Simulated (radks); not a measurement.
Results of a calculation; reference values are marked as such.
Task: The iron ion Fe13+ is in [Ne] 3s2 3p1. Code: a radial shooting solver on a logarithmic mesh with Libxc functionals. Model: non-relativistic Kohn-Sham, PBE, spin-polarised, spherical densities, point nucleus. Open shells are filled with parallel spins first. One electron is removed from 2p, 3s, 3p, 2s in turn, with full relaxation. Which removal costs least, and what does each cost?

Result: 3p 389.68 eV; 3s 417.99 eV; 2p 1124.9 eV; 2s 1226.8 eV. The 3p electron leaves first.
